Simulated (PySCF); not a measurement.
C3H6BN3, SMILES C#C/C=N/B(N)N. The structure is a stationary point at PBE-D3(BJ)/def2-SVP. The structure was generated by enumeration; whether it is a known compound was not checked. One conformer was computed; it need not be the lowest.

Computed equilibrium geometry at PBE-D3(BJ)/def2-SVP (PySCF confirms it by a frequency run) as a Z-matrix (one conformer of several):
```
N
C 1 1.2812
H 2 1.1228 1 123.09
C 2 1.4400 3 113.67 1 -179.99
C 4 1.2260 3 148.42 2 179.94
H 5 1.0813 3 160.99 2 179.95
B 1 1.4703 2 122.24 3 -2.20
N 7 1.4235 1 117.76 2 122.84
H 8 1.0173 7 124.42 1 -176.04
H 8 1.0176 9 114.36 7 -175.52
N 7 1.4292 8 123.12 9 4.55
H 11 1.0183 7 120.61 8 171.61
H 11 1.0193 12 112.94 7 160.15
```
